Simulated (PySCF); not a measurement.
BFH6O2Si2, SMILES OB(O)[SiH2][SiH2]F. Atoms are numbered in the order given.

```xyz
12

Si    -1.7564    -0.0517     0.1636
F     -2.9788    -0.0788    -0.9202
Si     0.3264     0.0028    -0.9119
B      1.8055     0.0527     0.5082
O      2.3971    -1.0778     0.9812
O      2.2202     1.2167     1.0789
H     -1.9328     1.1587     1.0221
H     -1.8780    -1.2683     1.0219
H      0.3517     1.2220    -1.7850
H      0.4281    -1.2110    -1.7869
H      2.0962    -1.8839     0.5487
H      1.7974     2.0019     0.7154
```

Geometry optimised at r2SCAN-D4/def2-SVP. This is a generated structure with no PubChem entry under its InChIKey; it may be hypothetical. Other conformers were not sampled.

Method: CAM-B3LYP/def2-TZVP run with PySCF.

The molecule is in vacuum.

Computed frontier levels, gap, dipole moment and polarisability:
```yaml
highest_occupied_level: -9.34 eV
lowest_empty_level: -0.04 eV
orbital_gap: 9.31 eV
dipole_moment: 0.65 D
quadrupole, principal values (traceless, Buckingham form, about the centre of nuclear charge): -21.43, 5.43, 16.01 D·Å
mean_static_polarisability: 76.1 bohr³ (11.28 Å³)
polarisability_principal_values: 70.9, 72.9, 84.5 bohr³
```
